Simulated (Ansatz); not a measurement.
Reaction (ligand exchange at the Si–C bond): `O[SiH2]/C(O)=C\Cl` + `CO[SiH2]S` → `CO[SiH2]S[SiH2]O` + `O/C=C\Cl`

Gas-phase electronic energies from Ansatz, PBE0-D4/def2-TZVP geometries. CCSD(T)/CBS is the MP2 limit (def2-TZVPP, def2-QZVPP) plus CCSD(T) − MP2 in def2-TZVPP, frozen cores. This one scheme is used for every species. Double bonds are as drawn, so ΔE can hold a change between cis and trans. DFT in def2-TZVPP. B3LYP here is the variant with VWN-RPA as its local correlation; programs differ in this. One conformer a species, not always the lowest.

```csv
level,ΔE (kJ/mol),difference from CCSD(T)/CBS
PBE-D4,-100.7,-2.4
r2SCAN-D4,-101.7,-3.4
PBE0-D4,-101.9,-3.6
B3LYP-D4,-98.0,0.3
ωB97X-V,-96.4,1.9
B2PLYP,-94.9,3.4
PBE,-95.9,2.4
PBE0,-97.5,0.8
B3LYP,-90.2,8.1
HF/def2-TZVPP,-91.4,6.9
SCS-MP2/def2-TZVPP,-96.3,2.0
CCSD(T)/def2-TZVPP,-95.8,2.5
MP2/def2-QZVPP,-103.2,-4.9
HF/CBS(def2),-91.0,7.3
MP2/CBS(def2),-104.4,-6.1
CCSD/CBS(def2),-96.2,2.1
CCSD(T)/CBS,-98.3,0
```

Largest T1 diagnostic among the species: 0.012.

In def2-TZVPP, CCSD(T) changes the Hartree–Fock value by −4.4 kJ/mol (the triples alone add −2.1 kJ/mol) and MP2 by −10.4 kJ/mol. The D4 term adds −7.8 kJ/mol with B3LYP and −4.4 kJ/mol with PBE0; it sums over pairs of atoms, weighted by their polarisabilities, and B3LYP, whose exchange is more repulsive, gets the larger term.
